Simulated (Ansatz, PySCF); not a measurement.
Reaction (SMILES): [SiH3]P → [SiH2-]P + H+
Each molecule is optimised on its own at B3LYP-D3(BJ)/def2-TZVP (Ansatz, a program for electronic structure), one conformer each, not searched for the lowest.

Wanted: gas-phase deprotonation energy (enthalpy at 298 K, with B3LYP-D3(BJ) rigid-rotor harmonic-oscillator terms from PySCF), in kcal/mol. Correlated levels leave the core frozen unless marked. Spin-orbit coupling is left out. No relativistic terms. Anions need diffuse functions: aug- sets have them; def2-D sets add few; the other sets have none. CBS(X,Y): correlation extrapolated as X^-3; Hartree-Fock from the larger set. The bracket is a focal-point correction in the basis named.

RI-MP2/CBS(aug-cc-pV(T+d)Z,aug-cc-pV(Q+d)Z)+[CCSD(T)-MP2]/aug-cc-pV(T+d)Z (Ansatz) gives 364.5 kcal/mol.

### Question
Another calculation gave 365.2 kcal/mol. Which level was it?
A. LC-wPBE/def2-TZVPD (Ansatz)
B. B97M-V/def2-TZVPD (Ansatz)
C. CAM-B3LYP/def2-TZVPD (Ansatz)
D. SVWN5/def2-TZVPD (Ansatz)

### Answer
C, CAM-B3LYP/def2-TZVPD (Ansatz). The others give 369.2 (LC-wPBE), 351.8 (SVWN5), 361.7 (B97M-V) kcal/mol.
